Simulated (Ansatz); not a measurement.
Geometry optimisation, RKS BLYP-D4/def2-SVP in Ansatz 0.2.0.

Input:

```yaml
crystal:
  periodic: [false, false, false]
  atoms:
    - { symbol: W, position_ang: [0.304154, 0.221373, -0.379285] }
    - { symbol: O, position_ang: [-0.072394, -0.074399, 2.711211] }
    - { symbol: H, position_ang: [-0.956352, 0.348839, 2.694283] }
    - { symbol: H, position_ang: [1.534057, -0.662362, 0.358676] }
    - { symbol: H, position_ang: [-0.642965, 1.360848, 0.436967] }
    - { symbol: H, position_ang: [-1.277617, -0.259252, 0.044092] }
    - { symbol: H, position_ang: [-0.000457, -1.431859, -0.06995] }
    - { symbol: H, position_ang: [0.483936, 0.481206, -2.090106] }
    - { symbol: S, position_ang: [1.734744, 1.860184, 0.662204] }
    - { symbol: H, position_ang: [2.94832, 1.218627, 0.685059] }
    - { symbol: H, position_ang: [0.539974, 0.706996, 2.662951] }
basis:
  gaussian: { orbitals: def2-SVP }
hamiltonian:
  xc: blyp
  dispersion: d4
relax:
  f_tol: 0.03
  max_steps: 50
```

Run as:

```bash
$ ansatz run input.yaml --threads 2 --pin off --max-ram 3072MiB --backend cpu --events-out ev --progress --plain --runs-dir out
```

Question: Where does it end, and by what steps?

Answer: The forces met the threshold. After 10 steps the energy has fallen by 0.134 eV; O2 moved furthest, 0.39 Å. Joined: W1–O2 (3.13 → 2.61 Å).

| step | energy less start (eV) | largest force component (eV/Å) | accepted |
| --- | --- | --- | --- |
| 0 | 0.0000 | 0.399 | yes |
| 1 | -0.0490 | 1.143 | yes |
| 2 | -0.1078 | 0.863 | yes |
| 3 | -0.1198 | 0.661 | yes |
| 4 | -0.0753 | 0.294 | no |
| 5 | -0.1232 | 0.235 | yes |
| 6 | -0.1198 | 0.355 | no |
| 7 | -0.1317 | 0.077 | yes |
| 8 | -0.1336 | 0.041 | yes |
| 9 | -0.1334 | 0.081 | no |
| 10 | -0.1339 | 0.013 | yes |

```xyz
11
Properties=species:S:1:pos:R:3
W 0.300 0.242 -0.237
O -0.028 -0.113 2.326
H -0.943 0.195 2.492
H 1.519 -0.646 0.517
H -0.623 1.455 0.507
H -1.319 -0.179 0.126
H -0.059 -1.411 0.047
H 0.465 0.371 -1.970
S 1.767 1.921 0.655
H 2.986 1.294 0.634
H 0.530 0.642 2.620
```

Whether the end is a true minimum wasn't checked by a vibrational analysis.

Time of the run: 34 s on 2 threads of Arm Neoverse V1, with other jobs on the host, peak memory 0.15 GiB.
